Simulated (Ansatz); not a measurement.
Species: C$_{2}$H$_{8}$AlN, net charge 0, singlet state. SMILES: [CH3][Al]([CH3])[NH2]
Coordinates optimised at B3LYP-D3(BJ)/def2-TZVP (Ansatz, a program for electronic structure):
```
Al
N 1 1.7776
H 2 1.0083 1 125.04
H 2 1.0083 3 109.91 1 180.00
C 1 1.9574 2 118.40 3 0.05
H 5 1.0924 1 112.70 2 -0.61
H 5 1.0943 6 107.53 1 122.96
H 5 1.0944 6 107.50 7 114.15
C 1 1.9574 2 118.40 3 -179.95
H 9 1.0924 1 112.70 2 -0.61
H 9 1.0943 10 107.53 1 122.96
H 9 1.0944 10 107.50 11 114.15
```

Wanted: atomisation energy (electronic, to ground-state atoms), in kcal/mol. Valence correlation only, unless marked. UHF or UKS for open shells. Spin-orbit coupling is left out. Non-relativistic. The coupled-cluster limit lacks core correlation, which all-electron functionals hold. CBS marks a two-point X^-3 extrapolation of the correlation energy; Hartree-Fock from the larger set.

```csv
level,program,atomisation energy (kcal/mol)
HSE06-D3(BJ)/def2-TZVPD,Ansatz + dftd3,…
CAM-B3LYP-D4/def2-TZVPD,Ansatz + dftd4,1035.9
SCS-MP2/aug-cc-pV(T+d)Z,Ansatz,1021.4
CCSD/cc-pV(Q+d)Z,Ansatz,…
CCSD(T) with core electrons (1s frozen past Ne)/cc-pwCVTZ,Ansatz,1009.6
"CCSD(T)/CBS(aug-cc-pV(T+d)Z,aug-cc-pV(Q+d)Z)",Ansatz,1031.5
```

Q: What belongs in the gaps?

A: 
- HSE06-D3(BJ)/def2-TZVPD, atomisation energy (kcal/mol): 1028.4
- CCSD/cc-pV(Q+d)Z, atomisation energy (kcal/mol): 1008.9
